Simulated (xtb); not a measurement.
Method: GFN2-xTB run with xtb.

```
xtb start.xyz --ohess tight --gfn 2 --chrg 0 --uhf 0 --iterations 400

# start.xyz
7

S      1.291185    -0.838672     0.105401
C     -0.454494    -0.390173     0.019282
S     -0.639320     1.398288    -0.133056
H      1.637897    -0.259977    -1.053403
H     -0.961886    -0.733727     0.924507
H     -0.914130    -0.876797    -0.844917
H      0.040748     1.701059     0.982186
```

Output:

```
[...]

         #    Occupation            Energy/Eh            Energy/eV
      -------------------------------------------------------------
         1        2.0000           -0.7318519             -19.9147
       ...           ...                  ...                  ...
         4        2.0000           -0.5482819             -14.9195
         5        2.0000           -0.5102515             -13.8847
         6        2.0000           -0.5084913             -13.8368
         7        2.0000           -0.4999872             -13.6053
         8        2.0000           -0.4694760             -12.7751
         9        2.0000           -0.3945976             -10.7375
        10        2.0000           -0.3865973             -10.5198 (HOMO)
        11                         -0.2441701              -6.6442 (LUMO)
        12                         -0.1988279              -5.4104
        13                         -0.1406355              -3.8269
        14                         -0.1345685              -3.6618
        15                         -0.0339317              -0.9233
       ...                                ...                  ...
        26                          0.5384273              14.6514
      -------------------------------------------------------------
                  HL-Gap            0.1424272 Eh            3.8756 eV
             Fermi-level           -0.3153837 Eh           -8.5820 eV


         :::::::::::::::::::::::::::::::::::::::::::::::::::::
         ::                     SUMMARY                     ::
         :::::::::::::::::::::::::::::::::::::::::::::::::::::
         :: total energy             -10.651924753727 Eh    ::
         :: gradient norm              0.000130852556 Eh/a0 ::
         :: HOMO-LUMO gap              3.875640414360 eV    ::
         ::.................................................::
         :: SCC energy               -10.719452853035 Eh    ::
         :: -> isotropic ES            0.007263280772 Eh    ::
         :: -> anisotropic ES          0.001157112289 Eh    ::
         :: -> anisotropic XC          0.007690804787 Eh    ::
         :: -> dispersion             -0.003677100412 Eh    ::
         :: repulsion energy           0.067528099308 Eh    ::
         :: add. restraining           0.000000000000 Eh    ::
         :: total charge              -0.000000000000 e     ::
         :::::::::::::::::::::::::::::::::::::::::::::::::::::

           -------------------------------------------------
          |                Numerical Hessian                |
           -------------------------------------------------
step length          :   0.00500
SCC accuracy         :   0.30000
Hessian scale factor :   1.00000
frozen atoms in %    :   0.00000    0
RMS gradient         :   0.00013
estimated CPU  time      0.00 min
estimated wall time      0.00 min

writing file <hessian>.

 projected vibrational frequencies (cm⁻¹)
eigval :       -0.00    -0.00     0.00     0.00     0.00     0.00
eigval :      207.25   230.00   258.76   652.14   696.05   704.01
eigval :      835.14   939.66  1120.42  1188.16  1391.28  2444.32
eigval :     2445.85  3007.83  3015.14
           -------------------------------------------------
          |                Property Printout                |
           -------------------------------------------------

    * Orbital Energies and Occupations

         #    Occupation            Energy/Eh            Energy/eV
      -------------------------------------------------------------
         1        2.0000           -0.7318519             -19.9147
         2        2.0000           -0.7303683             -19.8743
         3        2.0000           -0.6230626             -16.9544
         4        2.0000           -0.5482819             -14.9195
         5        2.0000           -0.5102515             -13.8847
         6        2.0000           -0.5084913             -13.8368
         7        2.0000           -0.4999872             -13.6053
         8        2.0000           -0.4694760             -12.7751
         9        2.0000           -0.3945976             -10.7375
        10        2.0000           -0.3865973             -10.5198 (HOMO)
        11                         -0.2441701              -6.6442 (LUMO)
        12                         -0.1988279              -5.4104
        13                         -0.1406355              -3.8269
        14                         -0.1345685              -3.6618
        15                         -0.0339317              -0.9233
        16                         -0.0294964              -0.8026
        17                         -0.0259622              -0.7065
        18                         -0.0186721              -0.5081
        19                         -0.0163569              -0.4451
        20                         -0.0017335              -0.0472
        21                          0.1487611               4.0480
       ...                                ...                  ...
        26                          0.5384273              14.6514
      -------------------------------------------------------------
                  HL-Gap            0.1424272 Eh            3.8756 eV
             Fermi-level           -0.3153837 Eh           -8.5820 eV

     #   Z          covCN         q      C6AA      α(0)
     1  16 S        1.977    -0.263   152.358    20.775
     2   6 C        3.787     0.045    19.831     6.343
     3  16 S        1.977    -0.263   152.358    20.775
     4   1 H        0.923     0.174     1.241     1.742
     5   1 H        0.925     0.066     2.128     2.281
     6   1 H        0.925     0.066     2.128     2.281
     7   1 H        0.923     0.174     1.241     1.742

 Mol. C6AA /au·bohr⁶  :       1171.929926
 Mol. C8AA /au·bohr⁸  :      45943.186385
 Mol. α(0) /au        :         55.939114

Wiberg/Mayer (AO) data.
largest (>0.10) Wiberg bond orders for each atom

 ---------------------------------------------------------------------------
     #   Z sym  total        # sym  WBO       # sym  WBO       # sym  WBO
 ---------------------------------------------------------------------------
     1  16 S    2.047 --     2 C    1.007     4 H    0.960
     2   6 C    3.968 --     1 S    1.007     3 S    1.007     5 H    0.973
                             6 H    0.973
     3  16 S    2.047 --     2 C    1.007     7 H    0.960
     4   1 H    0.970 --     1 S    0.960
     5   1 H    0.996 --     2 C    0.973
     6   1 H    0.996 --     2 C    0.973
     7   1 H    0.970 --     3 S    0.960
 ---------------------------------------------------------------------------

Topologies differ in total number of bonds
Writing topology from bond orders to xtbtopo.mol

molecular dipole:
                 x           y           z       tot (Debye)
 q only:       -0.069      -0.059       0.003
   full:       -0.202      -0.173       0.009       0.677
molecular quadrupole (traceless):
                xx          xy          yy          xz          yz          zz
 q only:       -0.660       2.713      -1.278      -2.126       2.485       1.938
  q+dip:       -1.608       4.879      -2.797      -3.020       3.602       4.405
   full:       -1.552       4.397      -2.609      -2.853       3.413       4.161

           -------------------------------------------------
          |                Geometry Summary                 |
           -------------------------------------------------

      molecular mass/u    :       80.1720737
   center of mass at/Å    :        0.1933037       0.1659458      -0.0082019
  moments of inertia/u·Å² :        0.1942687E+02   0.1588122E+03   0.1696452E+03
rotational constants/cm⁻¹ :        0.8677485E+00   0.1061482E+00   0.9936993E-01

 * 4 selected distances

     #   Z          #   Z                                           value/Å
     1  16 S        4   1 H                                       1.3305006 (max)
     2   6 C        5   1 H                                       1.0872924 (min)
     2   6 C        6   1 H                                       1.0872924
     3  16 S        7   1 H                                       1.3305006

 * 2 distinct bonds (by element types)

   Z      Z             #   av. dist./Å        max./Å        min./Å
   1 H    6 C           2     1.0872924     1.0872924     1.0872924
   1 H   16 S           2     1.3305006     1.3305006     1.3305006

           -------------------------------------------------
          |               Frequency Printout                |
           -------------------------------------------------
 projected vibrational frequencies (cm⁻¹)
eigval :       -0.00    -0.00     0.00     0.00     0.00     0.00
eigval :      207.25   230.00   258.76   652.14   696.05   704.01
Molecule has the following symmetry elements: (C2)
It seems to be the C2 point group
eigval :      835.14   939.66  1120.42  1188.16  1391.28  2444.32
eigval :     2445.85  3007.83  3015.14
 reduced masses (amu)
   1: 17.20   2: 27.08   3: 29.46   4: 30.11   5: 26.99   6: 20.31   7:  8.36   8:  4.02
   9: 19.72  10: 18.57  11: 14.34  12:  3.51  13:  2.70  14:  4.88  15:  1.69  16:  2.39
  17:  1.77  18:  1.96  19:  1.96  20:  1.46  21:  2.06
 IR intensities (km·mol⁻¹)
   1:  0.29   2:  0.01   3:  0.04   4:  0.12   5:  0.01   6:  0.65   7: 14.01   8: 68.63
   9: 36.27  10:  0.14  11:  7.13  12:  1.68  13:  7.31  14: 17.53  15:  0.06  16: 43.09
  17:  0.24  18: 40.99  19:151.34  20:  0.88  21:  0.40
 Raman intensities (Ä⁴*amu⁻¹)
   1:  0.00   2:  0.00   3:  0.00   4:  0.00   5:  0.00   6:  0.00   7:  0.00   8:  0.00
   9:  0.00  10:  0.00  11:  0.00  12:  0.00  13:  0.00  14:  0.00  15:  0.00  16:  0.00
  17:  0.00  18:  0.00  19:  0.00  20:  0.00  21:  0.00
 output can be read by thermo (or use thermo option).
 writing <g98.out> molden fake output.
 recommended (thermochemical) frequency scaling factor: 1.0
           -------------------------------------------------
          |             Thermodynamic Functions             |
           -------------------------------------------------

c2  symmetry found (for desy threshold:  0.10E+00) used in thermo

          ...................................................
          :                      SETUP                      :
          :.................................................:
          :  # frequencies                          15      :
          :  # imaginary freq.                       0      :
          :  linear?                             false      :
          :  only rotor calc.                    false      :
          :  symmetry                               c2      :
          :  rotational number                       2      :
          :  scaling factor                  1.0000000      :
          :  rotor cutoff                   50.0000000 cm⁻¹ :
          :  imag. cutoff                  -20.0000000 cm⁻¹ :
          :.................................................:

    mode    ω/cm⁻¹     T·S(HO)/kcal·mol⁻¹    T·S(FR)/kcal·mol⁻¹   T·S(vib)
   ------------------------------------------------------------------------
       1    207.25    -0.61651 ( 99.66%)    -0.63512 (  0.34%)    -0.61657
       2    230.00    -0.56021 ( 99.78%)    -0.60428 (  0.22%)    -0.56031
       3    258.76    -0.49794 ( 99.86%)    -0.56939 (  0.14%)    -0.49804
   ------------------------------------------------------------------------

   temp. (K)  partition function   enthalpy   heat capacity  entropy
                                   cal/mol     cal/K/mol   cal/K/mol   J/K/mol
 298.15  VIB   3.85                 1293.624      9.581      7.018
         ROT  0.276E+05              888.752      2.981     23.304
         INT  0.106E+06             2182.377     12.562     30.322
         TR   0.695E+27             1481.254      4.968     39.042
         TOT                        3663.6305    17.5302    69.3635   290.2170

       T/K    H(0)-H(T)+PV         H(T)/Eh          T*S/Eh         G(T)/Eh
   ------------------------------------------------------------------------
    298.15    0.583837E-02    0.494334E-01    0.329569E-01    0.164765E-01
   ------------------------------------------------------------------------

         :::::::::::::::::::::::::::::::::::::::::::::::::::::
         ::                  THERMODYNAMIC                  ::
         :::::::::::::::::::::::::::::::::::::::::::::::::::::
         :: total free energy         -10.635448228063 Eh   ::
         ::.................................................::
         :: total energy              -10.651924753727 Eh   ::
         :: zero point energy           0.043595009774 Eh   ::
         :: G(RRHO) w/o ZPVE           -0.027118484110 Eh   ::
         :: G(RRHO) contrib.            0.016476525664 Eh   ::
         :::::::::::::::::::::::::::::::::::::::::::::::::::::

optimized geometry written to: xtbopt.xyz

           -------------------------------------------------
          | TOTAL ENERGY              -10.651924753727 Eh   |
          | TOTAL ENTHALPY            -10.602491377170 Eh   |
          | TOTAL FREE ENERGY         -10.635448228063 Eh   |
          | GRADIENT NORM               0.000130863330 Eh/α |
          | HOMO-LUMO GAP               3.875640289758 eV   |
           -------------------------------------------------

------------------------------------------------------------------------
```

Cost: around 0.3 core-seconds (rough).
